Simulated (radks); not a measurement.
Results of a calculation; reference values are marked as such.
Species: the promethium ion Pm27+. Configuration: [Ar] 3d10 4s2 4p4. Code: a radial shooting solver on a logarithmic mesh with Libxc functionals. Model: non-relativistic Kohn-Sham, LDA (Slater exchange, Perdew-Wang correlation), spin-unpolarised, spherical densities, point nucleus; relativity is left out, which matters for an element this heavy. Some entries of the table are withheld. Estimate them.

orbital  occ.  eigenvalue (Ry)  <1/r> (bohr^-1)  r(max) (bohr)
1s          2        -3193.135            60.42        0.01650
2s          2        -558.4682              (1)        0.09056
2p          6        -533.6606            14.04        0.07052
3s          2        -170.1264            5.308         0.2521
3p          6        -159.3067            5.251         0.2388
3d         10        -139.3345              (2)         0.1906
4s          2        -76.05383            2.540         0.5463
4p          4        -71.61940            2.485         0.5460
4d          0        -63.81341            2.373         0.5353
5s          0        -42.92241            1.481         0.9860

Answer. 
(1) 2s <1/r> (bohr^-1): 14.02
(2) 3d <1/r> (bohr^-1): 5.148
